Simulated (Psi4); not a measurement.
Internal rotation in C6H14Se, SMILES CC(C)(C)CC[SeH]. Scanned: dihedral C5–C6–Se7–H21; all other coordinates were relaxed at GFN2-xTB. Points at φ and −φ are mirror images.

Geometry of the scan point at -120° (Å):
```
21

C      0.7924    -0.8642     1.4634
C      0.6420     0.0150     0.2197
C      0.6472     1.4898     0.6289
C      1.8266    -0.2445    -0.7172
C     -0.6453    -0.3356    -0.5504
C     -1.9345    -0.1211     0.2229
Se    -3.5073    -0.6614    -0.8727
H      0.0260    -0.6396     2.2011
H      1.7618    -0.6928     1.9260
H      0.7220    -1.9173     1.1999
H      1.6098     1.7530     1.0615
H      0.4757     2.1287    -0.2348
H     -0.1200     1.6957     1.3713
H      2.7646    -0.0131    -0.2177
H      1.7534     0.3733    -1.6095
H      1.8517    -1.2877    -1.0244
H     -0.5925    -1.3847    -0.8561
H     -0.6814     0.2674    -1.4616
H     -2.0918     0.9223     0.4864
H     -1.9733    -0.7361     1.1217
H     -4.1482     0.6325    -0.8733
```

Computed with Psi4 with PBE-D3(BJ)/def2-SVP // GFN2-xTB.

Scanned values (°): -165, -150, -135, -120, -105, -90, -75, -60, -45, -30, -15, 0, 15, 30, 45, 60, 75, 90, 105, 120, 135, 150, 165, 180.

Question: At which scan points does the profile have its minima and maxima, and how high do they lie?

Answer: Lower than their neighbours: -60° (0.00 kJ/mol), 60° (0.00 kJ/mol), 180° (2.49 kJ/mol). Higher than their neighbours: -120° (5.45 kJ/mol), 0° (5.35 kJ/mol), 120° (5.45 kJ/mol). The whole profile spans 5.45 kJ/mol.
